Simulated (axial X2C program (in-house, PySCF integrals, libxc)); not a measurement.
## Nuclear properties of FWF⁻

Calculated with an in-house all-electron X2C program for linear molecules (integrals from PySCF): two-component X2C with atomic mean-field Coulomb and Gaunt terms, Gaussian nuclei, basis F dyall-av3z, W dyall-v3z with contracted cores.

F–W–F held linear, with bonds 1.926 and 1.926 Å (near the PBE0 minimum at charge -1 of the determinant lowest at the starting distance; the state shown can have its own minimum elsewhere, held linear; other orders of the atoms were not compared).

Determinant lowest in the PBE0 search, Ω = 1/2 (⟨Sz⟩ = 1.49, ⟨Lz⟩ = -0.99 at PBE0), spin on the atoms F 0.05, W 1.39, F 0.05:

| level | A∥/gI F (MHz) | qzz F (a.u.) | A∥/gI W (MHz) | qzz W (a.u.) |
| --- | --- | --- | --- | --- |
| PBE0 | -164 | 0.38 | -1200 | -7.11 |
| HF | -154 | 0.39 | 919 | -9.63 |
| BHandHLYP | -145 | 0.37 | -1520 | -8.03 |

A∥ (defined per Ω) follows by multiplying with gI = μI/(I μN); qzz is the electric field gradient, eQq0 = 234.96 MHz × Q/barn × qzz. The operators were transformed with the bare-nucleus X2C matrices; with these basis sets, hyperfine constants and field gradients can be off by tens of per cent, and where levels differ in sign neither size nor sign is settled.

**Question.** With gI(19F) = 5.2577 (g factors from the IAEA table of nuclear moments by Stone), turn the PBE0 values of the first state into constants in MHz.

**Answer.** A∥(19F) = -164 × 5.2577 = -862 MHz.

The molecule was held linear; bending was not examined, so a bent shape may lie lower.

Each state is one determinant with collinear spin, which with several unpaired electrons need not be a pure state. Unrestricted Hartree–Fock can overshoot spin polarisation at the nuclei. For an anion, determinants above electron detachment, or with a positive highest level, are held by the basis set. With several open shells hyperfine constants can be off by a factor of several. States lie within half an eV, so the first need not be the ground state. Further determinants of the search, some of them spin-mixed, are not shown.
